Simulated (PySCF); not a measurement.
An excited-state job on `[CH3][Ge]([CH3])([CH3])[PH][SiH3]`.

Computed with TDDFT PBE0/def2-SVPD, vertical, gas phase, core orbitals frozen in the response (PySCF 2.14.0, density-fitted response routines). Geometry: GFN2-xTB. The input is one job of a driver script: a line of settings, then coordinates in Å.

Command:
```bash
OMP_NUM_THREADS=1 python probes_run.py task.json out
```

Input:
```
{"job": {"kind": "uv", "xc": "PBE0", "basis": "def2-SVPD", "nstates": 8, "ntriplets": 3}, "charge": 0, "multiplicity": 1}
C     -0.901271    -0.871260     1.526322
Ge    -0.524393    -0.008756    -0.238895
C     -1.917609    -0.590928    -1.539152
C     -0.625563     1.967243    -0.019178
P      1.550168    -0.578696    -1.152701
Si     2.870347    -0.050924     0.565732
H     -0.734303    -1.943822     1.482421
H     -0.270579    -0.457224     2.307582
H     -1.938368    -0.700235     1.797187
H     -1.745208    -0.138662    -2.511752
H     -1.907222    -1.670265    -1.664289
H     -2.905191    -0.297660    -1.194279
H     -1.631514     2.262057     0.264556
H      0.060057     2.310823     0.750350
H     -0.372871     2.469986    -0.948270
H      1.420202    -1.911630    -0.806866
H      2.908831     1.408401     0.678551
H      4.192605    -0.576570     0.224507
H      2.462078    -0.612627     1.858982
```

Output:
```
coarse grid: 67920 points
cycle   1  E = -2828.7530056015  dE = -6.447e-01  |g| = 5.828e-01  |ddm| = 5.499e+00
cycle   2  E = -2828.7318284484  dE =  2.118e-02  |g| = 6.765e-01  |ddm| = 1.443e+00
cycle   3  E = -2828.8228347453  dE = -9.101e-02  |g| = 2.864e-02  |ddm| = 8.124e-01
cycle   4  E = -2828.8229819352  dE = -1.472e-04  |g| = 1.691e-02  |ddm| = 9.241e-02
cycle   5  E = -2828.8230751721  dE = -9.324e-05  |g| = 1.643e-03  |ddm| = 3.833e-02
cycle   6  E = -2828.8230760880  dE = -9.159e-07  |g| = 7.276e-04  |ddm| = 5.259e-03
final grid: 140352 points
cycle   7  E = -2828.8230681321  dE = -1.581e-07  |g| = 8.233e-04  |ddm| = 1.159e-02
cycle   8  E = -2828.8230680681  dE =  6.400e-08  |g| = 9.723e-04  |ddm| = 3.795e-03
cycle   9  E = -2828.8230683623  dE = -2.941e-07  |g| = 8.453e-05  |ddm| = 1.896e-03
cycle  10  E = -2828.8230683638  dE = -1.564e-09  |g| = 8.338e-06  |ddm| = 1.542e-04
cycle  11  E = -2828.8230683638  dE = -1.091e-11  |g| = 4.555e-06  |ddm| = 3.626e-05
converged SCF energy = -2828.8230683638

Static polarisability (au): isotropic 125.694, principal 110.894 119.992 146.195

Singlet excitations
state   eV       nm        f      main configurations
  1   6.0949    203.4   0.00523   H->L 0.74, H->L+2 0.12
  2   6.1923    200.2   0.07481   H->L+1 0.67, H->L 0.15, H->L+2 0.11
  3   6.3455    195.4   0.07964   H->L+2 0.63, H->L+1 0.18
  4   6.6074    187.6   0.01137   H->L+3 0.89
  5   6.6964    185.2   0.01755   H->L+4 0.79, H->L+5 0.10
  6   6.9979    177.2   0.00414   H->L+5 0.74, H->L+4 0.12
  7   7.1051    174.5   0.00774   H-1->L 0.80
  8   7.2113    171.9   0.21263   H-1->L+1 0.64, H-1->L+2 0.08

Triplet excitations (Tamm-Dancoff, eV): 5.3162 5.4353 5.8941
```

The SCF starts on a coarse grid where the log names one; the energy can jump when the final grid takes over, and dE then counts from the start density on the new grid. H and L stand for HOMO and LUMO; the number after each pair is its weight.

Problem. Give S1 in cm⁻¹ and kJ/mol.

Solution. 6.0949 eV × 8065.54 = 49159 cm⁻¹; × 96.485 = 588.1 kJ/mol.

Problem. Which computed singlet has the largest oscillator strength, and what do all of them sum to?

Solution. State 8 at 7.21 eV (172 nm), f = 0.213; the 8 states sum to 0.413.

Summary of the converged run: HOMO -7.01 eV, LUMO 0.23 eV; lowest singlet 6.09 eV; lowest triplet 5.32 eV (Tamm–Dancoff); mean polarisability 125.7 au.

 The PBE0/def2-SVPD calculation is non-relativistic and has no spin–orbit coupling, an omission that weighs most on germanium.

Problem. Estimate the wall time. Hardware: one thread, Arm Neoverse V1 (aarch64) (shared host). And the peak memory of the process?

Solution. About 58 s, with 0.99 GiB resident at the peak, the Python interpreter and its libraries included.
Labels such as C1 count atoms from 1, the log's own numbers from 0.
